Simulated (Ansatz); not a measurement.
S-phenylphenoxathiinium tetracyanoborate, `N#C[B-](C#N)(C#N)C#N.c1ccc([S+]2c3ccccc3Oc3ccccc32)cc1`, relaxed as a singlet with RKS PBE-D4/def2-SVP in Ansatz, starting from the GFN2-xTB geometry. Force threshold 0.03 eV/Å.

Single mean-field runs in def2-SVP are fitted with def2-universal-jkfit.

Start:

```xyz
42

N    -4.2476   -1.9087   -4.4475
C    -3.4082   -1.5840   -3.7375
B    -2.2798   -1.1391   -2.7737
C    -2.7305   -0.9853   -1.2888
N    -2.8697   -0.8325   -0.1549
C    -1.6263    0.2286   -3.1376
N    -1.0346    1.2062   -3.2758
C    -1.0704   -2.1210   -2.6993
N    -0.1151   -2.7422   -2.5431
C     4.1891    1.3228   -0.7450
C     3.7116    0.8906    0.4824
C     2.4168    0.4156    0.5982
C     1.6155    0.3815   -0.5292
S    -0.1036   -0.1725   -0.4693
C    -0.7817    1.2295    0.4105
C    -1.0215    2.3781   -0.3330
C    -1.5634    3.4924    0.2757
C    -1.8750    3.4549    1.6282
C    -1.6439    2.3119    2.3633
C    -1.0955    1.1768    1.7620
O    -0.9030    0.1166    2.5856
C    -0.4503   -1.0822    2.1434
C    -0.3868   -2.0933    3.1056
C     0.0683   -3.3520    2.7744
C     0.4686   -3.6337    1.4749
C     0.4120   -2.6455    0.5126
C    -0.0329   -1.3725    0.8496
C     2.0785    0.8080   -1.7628
C     3.3763    1.2802   -1.8662
H     5.1987    1.6955   -0.8258
H     4.3454    0.9255    1.3549
H     2.0446    0.0739    1.5525
H    -0.7954    2.3754   -1.3897
H    -1.7530    4.3813   -0.3043
H    -2.3060    4.3203    2.1082
H    -1.8868    2.2567    3.4125
H    -0.7156   -1.8568    4.1054
H     0.1026   -4.1209    3.5311
H     0.8120   -4.6202    1.2093
H     0.6834   -2.8494   -0.5132
H     1.4256    0.7743   -2.6214
H     3.7479    1.6152   -2.8220
```

```json
{"step": "1", "energy (eV)": "-42473.7379", "largest force component (eV/Å)": "2.259", "SCF passes": "24"}
{"step": "2", "energy (eV)": "-42474.2501", "largest force component (eV/Å)": "0.508", "SCF passes": "22"}
{"step": "3", "energy (eV)": "-42474.2872", "largest force component (eV/Å)": "0.409", "SCF passes": "23"}
{"step": "4", "energy (eV)": "-42474.3036", "largest force component (eV/Å)": "0.147", "SCF passes": "22"}
{"step": "5", "energy (eV)": "-42474.3071", "largest force component (eV/Å)": "0.081", "SCF passes": "22"}
{"step": "6", "energy (eV)": "-42474.3105", "largest force component (eV/Å)": "0.091", "SCF passes": "21"}
{"step": "7", "energy (eV)": "-42474.3126", "largest force component (eV/Å)": "0.054", "SCF passes": "21"}
{"step": "8", "energy (eV)": "-42474.3141", "largest force component (eV/Å)": "0.057", "SCF passes": "21"}
{"step": "9", "energy (eV)": "-42474.3154", "largest force component (eV/Å)": "0.079", "SCF passes": "21"}
{"step": "10", "energy (eV)": "-42474.3164", "largest force component (eV/Å)": "0.054", "SCF passes": "21"}
{"step": "11", "energy (eV)": "-42474.3175", "largest force component (eV/Å)": "0.063", "SCF passes": "21"}
{"step": "12", "energy (eV)": "-42474.3181", "largest force component (eV/Å)": "0.068", "SCF passes": "21"}
{"step": "13", "energy (eV)": "-42474.3190", "largest force component (eV/Å)": "0.050", "SCF passes": "22"}
{"step": "14", "energy (eV)": "-42474.3199", "largest force component (eV/Å)": "0.040", "SCF passes": "21"}
{"step": "15", "energy (eV)": "-42474.3204", "largest force component (eV/Å)": "0.033", "SCF passes": "21"}
{"step": "16", "energy (eV)": "-42474.3206", "largest force component (eV/Å)": "0.018", "SCF passes": "21"}
```

Force components are those of the run's own axes.

End:

```xyz
42

N    -4.0657   -1.9017   -4.8679
C    -3.2603   -1.5969   -4.0729
B    -2.1719   -1.1836   -2.9989
C    -2.7827   -1.0136   -1.5259
N    -3.0924   -0.8591   -0.4035
C    -1.4629    0.2126   -3.3444
N    -0.8722    1.2206   -3.4601
C    -0.9929   -2.2572   -2.8577
N    -0.0934   -2.9767   -2.6331
C     4.2718    1.2943   -0.8048
C     3.8971    0.6747    0.4004
C     2.5827    0.2236    0.5842
C     1.6663    0.4070   -0.4615
S    -0.0640   -0.1247   -0.3470
C    -0.8440    1.2479    0.4867
C    -1.3022    2.3108   -0.3101
C    -1.8635    3.4328    0.3071
C    -1.9687    3.4831    1.7088
C    -1.5273    2.4157    2.4959
C    -0.9640    1.2810    1.8875
O    -0.5802    0.2748    2.7301
C    -0.2912   -0.9849    2.2906
C    -0.2243   -1.9833    3.2786
C     0.0562   -3.3046    2.9190
C     0.2671   -3.6537    1.5727
C     0.2063   -2.6722    0.5792
C    -0.0594   -1.3404    0.9474
C     2.0173    1.0122   -1.6799
C     3.3371    1.4627   -1.8382
H     5.3064    1.6440   -0.9398
H     4.6345    0.5389    1.2057
H     2.2843   -0.2747    1.5186
H    -1.2108    2.2495   -1.4066
H    -2.2224    4.2681   -0.3106
H    -2.4121    4.3636    2.1970
H    -1.6189    2.4231    3.5913
H    -0.4128   -1.6909    4.3212
H     0.0994   -4.0765    3.7017
H     0.4743   -4.6957    1.2907
H     0.3549   -2.9295   -0.4838
H     1.2718    1.1373   -2.4835
H     3.6328    1.9416   -2.7840
```

By distances, no bond broke or formed. The bond that changes most is B3–C6, from 1.56 to 1.60 Å (atoms count from 1).

No frequencies were taken in this run, so the end may be a saddle point.

Run time 1.9 min (2 threads of AMD EPYC 7R13 on a shared host and a share (18 GiB) of an NVIDIA H100 80GB HBM3).
